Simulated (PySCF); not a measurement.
PySCF input for Al(H)(OH)(NH2) (AlH₄NO), SMILES [OH][AlH][NH2], C-PCM-B3LYP/def2-SVP. Geometry: TPSSh-D3(BJ)/def2-TZVP. The values are those of a single conformer.

```python
import numpy as np
from pyscf import gto, scf, dft
from pyscf.solvent import pcm

mol = gto.M(
    atom='''
    Al   -0.46709323   -0.04933769    0.00000000
    H    -2.04243820   -0.12221529   -0.00000000
    O     0.51947431   -1.44012723    0.00000000
    H     0.16235132   -2.33048992   -0.00000000
    N     0.36249534    1.51036788    0.00000000
    H     1.36400429    1.63777840   -0.00000000
    H    -0.10496731    2.40475949   -0.00000000
    ''',
    basis='def2-SVP',
    charge=0,
    spin=0,
    max_memory=1600,
    verbose=3,
)
mf = dft.RKS(mol, xc='b3lyp').density_fit(auxbasis='def2-universal-jkfit')
mf.grids.level = 3
mf.conv_tol = 1e-9
mf.max_cycle = 100
mf.kernel()
res = {}
for name, eps in {'water': 78.355, 'methanol': 32.613, 'n-hexane': 1.8819}.items():
    s = mf.PCM()
    s.with_solvent.method, s.with_solvent.eps, s.with_solvent.lebedev_order = 'C-PCM', eps, 29
    s.kernel(mf.make_rdm1())
    res[name] = (s.e_tot, eps, s.dip_moment(), s.mo_energy, s.converged)
    print(f'{name}: electrostatic solvation free energy {(s.e_tot - mf.e_tot) * 627.509474:.3f} kcal/mol')
```

Log of the run:

```
converged SCF energy = -374.738949129929

WARN: PCM is an experimental feature. It is still in testing.
Features and APIs may be changed in the future.

converged SCF energy = -374.749041092939
Dipole moment(X, Y, Z, Debye): -0.28953,  0.29628,  0.00000
water: electrostatic solvation free energy -6.333 kcal/mol

WARN: PCM is an experimental feature. It is still in testing.
Features and APIs may be changed in the future.

converged SCF energy = -374.748843123386
Dipole moment(X, Y, Z, Debye): -0.28903,  0.29592,  0.00000
methanol: electrostatic solvation free energy -6.209 kcal/mol

WARN: PCM is an experimental feature. It is still in testing.
Features and APIs may be changed in the future.

converged SCF energy = -374.743541037288
Dipole moment(X, Y, Z, Debye): -0.27350,  0.28668,  0.00000
n-hexane: electrostatic solvation free energy -2.881 kcal/mol
```

Self-consistency was reached.
